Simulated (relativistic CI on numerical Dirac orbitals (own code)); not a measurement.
**Re30+: sensitivity of the levels to the model**

Base calculation: Dirac-Coulomb-Breit CI, orbitals from a KLI potential per configuration, model QED, unscaled Slater integrals.

Configuration list (outside the closed core [Ar] 3d10): 4s2.4p6.4d9, 4s2.4p5.4d10, 4s2.4p6.4d8.4f, 4s.4p6.4d10, 4s2.4p5.4d9.4f, 4s.4p6.4d9.4f, 4s2.4p6.4d8.5s, 4s2.4p6.4d7.4f.5s, 4s2.4p6.4d8.5p, 4s2.4p6.4d8.5d, 4s2.4p5.4d9.5s, 4s2.4p6.4d7.5s2, 4s2.4p6.4d6.4f.5s2, 4s2.4p5.4d7.4f.5s2, 4s.4p6.4d7.4f.5s2. Double excitations out of closed p, d and f shells are left out; levels of such configurations are missing from the list, as are those of other unlisted configurations, and high levels can miss mixing partners.

The lowest level and the first level of each name with at least 55 % of one term (blank where a level has no safe partner in the second run):

| Level | Base (cm⁻¹) | Shift (cm⁻¹) |
| --- | --- | --- |
| 4s2.4p6.4d9 2D_5/2 | 0 | 0 |
| 4s2.4p6.4d9 2D_3/2 | 143715 | -1 |
| 4s2.4p5.4d10 2P°_3/2 | 1499351 | +1247 |
| 4s2.4p6.4d8.4f 4I°_15/2 | 1632897 | +896 |
| 4s2.4p6.4d8.4f 4H°_13/2 | 1648553 | +896 |
| 4s2.4p6.4d8.4f 4F°_3/2 | 1709505 | +896 |
| 4s2.4p6.4d8.4f 4I°_11/2 | 1752590 | +896 |
| 4s2.4p6.4d8.4f 2K°_13/2 | 1769733 | +896 |
| 4s2.4p6.4d8.4f 2K°_15/2 | 1802350 | +896 |
| 4s2.4p6.4d8.4f 2I°_11/2 | 1841559 | +896 |

At this charge energies of transitions that change n are usually good to better than 1 %, and those within a shell (Δn = 0) to a few per cent.

Q: One thing was changed in a second run, which moved the levels as shown. Which?
A. Breit term removed
B. QED terms removed
C. P86 correlation estimate
D. configuration mixing switched off

A: C. P86 correlation estimate. A correlation estimate moves all levels of a configuration together before mixing; mixed levels move by a weighted share.

LS names give the leading component of a level, which can be under half, so a name can repeat, a term be missing and a line seem to break the LS rules.
